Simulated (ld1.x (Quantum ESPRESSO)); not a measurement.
## Wu–Cohen TM dataset for Li, scalar-relativistic all-electron reference.

```json
{"Element": "lithium (Li)", "Generator": "ld1.x (Quantum ESPRESSO) 7.5", "Type": "norm-conserving Troullier–Martins (Kleinman–Bylander form)", "Functional": "Wu–Cohen", "Relativity": "scalar-relativistic", "Frozen core": "[He]", "Valence charge": "1", "Reference configuration": "2s0.5 2p0 (charge +0.5)", "Partial waves": "2s (bound): rc 2.35 bohr; 2p (bound, empty): rc 4.20 bohr", "Local potential": "all-electron potential smoothed inside 1.85 bohr (lloc = -2)", "Core correction": "a·sin(br)/r model core inside 1.25 bohr"}
```

All-electron outer shells of the reference configuration (Wu–Cohen, scalar-relativistic, ld1.x):

```json
{"shell": "2s", "level (eV)": "-5.24", "outermost node (bohr)": "0.83", "outermost maximum (bohr)": "2.97"}
{"shell": "2p", "level (eV)": "-3.26", "outermost node (bohr)": "–", "outermost maximum (bohr)": "3.32"}
```

Calculated quality:

- Cutoffs needed: 6 Ry and 6 Ry (the cutoffs (Ry, on a coarse ladder) from which the occupation-weighted sum of valence levels, in a spherical-Bessel basis at the reference potential, stays within 10 and 1 mRy of its value at 400 Ry)
- Ghost test: no extra level below or beside the all-electron valence levels (s, p, d, f tested) (spherical-Bessel basis up to 400 Ry, 20 bohr box)
- Largest excitation error: +1.5 meV (all-electron minus pseudo) for 2s1 2p0, out of 2 test configurations

Generation and tests took about 0.58 s on one core of a shared server CPU.
